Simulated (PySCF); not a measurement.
C5H16N2Si2.
SMILES with atom numbers: `[CH3:1][CH2:2][CH2:3][Si@H:4]1[NH:5][Si@@H:6]([CH2:7][CH3:8])[NH:9]1` (hydrogens: H10, H11, H12 on C1; H13, H14 on C2; H15, H16 on C3; H17 on Si4; H18 on N5; H19 on Si6; H20, H21 on C7; H22, H23, H24 on C8; H25 on N9)

All values: PBE0/pcSseg-1 (PySCF, non-relativistic), on one gas-phase PBE0-D3(BJ)/def2-SVP geometry that isn't relaxed in the solvent. The solvent is an IEF-PCM continuum (cavity from Bondi-type radii × 1.2). Specific hydrogen bonds and non-electrostatic terms are outside this model.

Gas phase at PBE0/pcSseg-1: HOMO -6.90 eV, LUMO 0.42 eV, dipole 0.80 D.

Question: What does the continuum do to the energy, the frontier levels and the dipole at PBE0/pcSseg-1 in tetrahydrofuran and dichloromethane?

Answer: 
| solvent | ε | E(solvent) − E(gas) (kJ/mol) | polarisation term (kJ/mol) | distortion of the solute (kJ/mol) | HOMO (eV) | LUMO (eV) | dipole (D) |
| --- | --- | --- | --- | --- | --- | --- | --- |
| tetrahydrofuran | 7.426 | -12.43 | -13.23 | 0.80 | -6.91 | 0.47 | 1.02 |
| dichloromethane | 8.93 | -12.97 | -13.84 | 0.87 | -6.91 | 0.47 | 1.03 |

The polarisation term is half the interaction of the solute with the surface charges that it induces; the rest is the cost of distorting the solute's density. The sum is the electrostatic part of solvation alone. From tetrahydrofuran to dichloromethane the lowering changes by a factor 1.04, Onsager's factor (ε − 1)/(2ε + 1) by 1.04 and ε itself by 1.2.

Question: Which Hirshfeld charges (PBE0/pcSseg-1) respond most in dichloromethane (means over atoms taken as equivalent)?

Answer: 
| atoms | environment | gas (e) | solvent (e) | change |
| --- | --- | --- | --- | --- |
| H18/H25 | N–H hydrogen | +0.117 | +0.124 | +0.007 |
| H19 | Si–H hydrogen | -0.097 | -0.103 | -0.006 |
| H17 | Si–H hydrogen | -0.097 | -0.103 | -0.006 |
| Si4 | SiH silicon | +0.412 | +0.408 | -0.004 |
| Si6 | SiH silicon | +0.412 | +0.408 | -0.004 |
| N5/N9 | nitrogen bridging silicon atoms | -0.343 | -0.345 | -0.002 |

Question: How do the nuclear quadrupole coupling constants eQVzz/h respond in dichloromethane?

Answer: 
| nucleus | Q (barn) | gas (MHz) | solvent (MHz) | η gas | η solvent |
| --- | --- | --- | --- | --- | --- |
| 14N at N5 | 0.02044 | -3.69 | -3.56 | 0.44 | 0.41 |
| 14N at N9 | 0.02044 | -3.67 | -3.54 | 0.44 | 0.41 |

Conformer computed: `[CH3:1][CH2:2][CH2:3][Si@H:4]1[NH:5][Si@@H:6]([CH2:7][CH3:8])[NH:9]1`: C1–C2–C3–Si4 179°, C2–C3–Si4–N5 65°, N5–Si6–C7–C8 166°.
